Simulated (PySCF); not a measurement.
Cl4Cr, charge -1, multiplicity 4. Atoms are numbered in the order given.

```xyz
5

Cr     0.0000     0.0000     0.0000
Cl     1.1952     1.1952     1.4848
Cl     1.1952    -1.1952    -1.4848
Cl    -1.1952     1.1952    -1.4848
Cl    -1.1952    -1.1952     1.4848
```
Charge -1, spin multiplicity 4.

Geometry: B3LYP-D3(BJ)/def2-SVPD. The geometry has at least one imaginary mode, so it is a saddle point at that level. The spin state was assumed, not searched.

Level of theory: B3LYP-D3(BJ)/def2-SVPD (PySCF 2.14.0).

Frequencies are harmonic and unscaled.

Modes within 1.5 cm⁻¹ of each other (mostly degenerate sets) share a row, with their intensities summed.

```csv
mode,ν (cm⁻¹),IR (km/mol),moving atoms (share of kinetic energy)
1–2,132i,1.1,"Cl 78 %, Cr 22 %"
3,70,0.0,Cl 100 %
4,119,0.0,Cl 100 %
5,143,0.3,"Cl 86 %, Cr 14 %"
6,299,0.0,Cl 100 %
7–8,346,217.7,"Cr 51 %, Cl 49 %"
9,405,130.4,"Cr 60 %, Cl 40 %"
```
